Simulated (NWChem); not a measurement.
**C2H3B in NWChem**

SMILES: BC#C
```xyz
6

B      0.0000     0.0000     1.4048
C      0.0000     0.0000    -0.1026
C      0.0000     0.0000    -1.3365
H      0.0000     0.0000    -2.4193
H     -1.0514     0.0000     2.0151
H      1.0514     0.0000     2.0151
```
Charge 0, spin multiplicity 1.

All runs are NWChem calculations. Structure: optimised with PBE/def2-SVP, a minimum by its harmonic frequencies. It is one conformer; others weren't searched.

Symmetry labels belong to the abelian group C2v used in the runs, with the axes of the coordinates shown.

B3LYP has NWChem's definition, with VWN1-RPA local correlation. The structure started from a generated list of species.

Task: List the lowest 4 singlet excitations that TD-B3LYP/aug-cc-pVDZ, VWN1-RPA local correlation gives, with oscillator strengths.

Result: 
```tsv
state	symmetry	energy (eV)	wavelength (nm)	f
1	a2	3.65	340	0.000
2	a1	5.27	235	0.075
3	a2	6.06	205	0.000
4	b1	6.89	180	0.017
```
